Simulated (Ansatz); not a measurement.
`C[O][InH][Br]` + `Br[SiH]1C=N1` → `[Br][InH][Br]` + `CO[SiH]1C=N1`  (redistribution)

Program: Ansatz. Geometries: PBE0-D4/def2-TZVP. ΔE: electronic, gas phase. CBS: MP2 limit from def2 TZ/QZ plus the TZ coupled-cluster correction, frozen cores. DFT in def2-TZVPP. def2 core potentials past Kr. For Br, In outer-core shells are correlated without core-valence functions, which leaves a few kJ/mol of doubt a bond. Scalar relativity is left out up to krypton. Each species was taken in one conformer, which may not be the lowest.

```tsv
level	ΔE (kJ/mol)
PBE-D4	-93.2
ωB97M-V	-111.1
SCS-MP2/def2-TZVPP	-108.5
CCSD/def2-TZVPP	-113.1
```

(1) What does CCSD(T)/CBS give? (Best estimate.)

Largest T1 diagnostic among the species: 0.014.

Answers

(1) The calculation gave: -104.1 kJ/mol. The listed levels differ from it by 10.9, -7.0, -4.4, -9.0 kJ/mol.

From PBE to PBE0 (25 % exact exchange), in def2-TZVPP and without D4, ΔE moves by −13.6 kJ/mol. In def2-TZVPP, CCSD(T) changes the Hartree–Fock value by +36.4 kJ/mol (the triples alone add +6.4 kJ/mol) and MP2 by +37.8 kJ/mol.
